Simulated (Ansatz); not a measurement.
Mulliken charges of `[CH]=C[SiH](O)O` radical from r2SCAN/def2-TZVPP in Ansatz (PBE0-D4/def2-TZVP geometry).

```tsv
atom	x (Å)	y (Å)	z (Å)	charge (e)
C1	-1.719	-1.197	-0.252	-0.151
C2	-0.438	-1.266	-0.015	-0.234
Si3	0.556	0.260	0.369	0.685
O4	1.847	0.401	-0.637	-0.412
O5	-0.510	1.502	0.232	-0.408
H6	-2.459	-0.408	-0.282	0.135
H7	0.079	-2.228	-0.048	0.092
H8	1.172	0.228	1.716	-0.112
H9	1.678	0.336	-1.578	0.203
H10	-0.206	2.371	0.495	0.203
```

Task: By hand: the dipole of these point charges (1 e Å = 4.8032 D).

Result: Σ q r = (0.033, 0.141, 0.008) e Å, of length 0.145 e Å = 0.70 D.

Task: How does the dipole of the full density compare? (Estimate.)

Result: The calculation gave: (0.025, 0.232, -0.129) e Å, 1.28 D; the point charges give 0.55 times that, at 33° from its direction.

Point charges leave out the atoms' own dipoles, such as those of lone pairs, and Mulliken's split depends on the basis, so the two needn't agree.
